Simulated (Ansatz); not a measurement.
Consider the redistribution: `F[SiH](F)[SiH3]` + `BC(C)(C)F` → `BC(C)(F)[SiH3]` + `C[SiH](F)F`.

Isolated molecules relaxed with PBE0-D4/def2-TZVP in Ansatz; ΔE leaves out vibrations. CCSD(T)/CBS is the MP2 limit (def2-TZVPP, def2-QZVPP) plus CCSD(T) − MP2 in def2-TZVPP, frozen cores. DFT in def2-TZVPP.

```tsv
level	ΔE (kJ/mol)
PBE-D4	-50.7
revPBE-D4	-49.5
B2PLYP	-45.7
CCSD/CBS(def2)	-41.8
```

**Question.** What does CCSD(T)/CBS give? (Estimate.)

**Answer.** Ansatz gave: -45.7 kJ/mol. The listed levels differ from it by -5.0, -3.8, 0.0, 3.9 kJ/mol.

Largest T1 diagnostic among the species: 0.013.

From BLYP to BHLYP (50 % exact exchange), in def2-TZVPP and without D4, ΔE moves by +5.4 kJ/mol. Leaving LDA and LC-ωPBE aside and taking each functional with its dispersion term where it has one, the values, not all of them listed here, spread over 13.9 kJ/mol, from ωB97M-V to ωB97X-V. LDA lies −10.7 kJ/mol from PBE without D4.
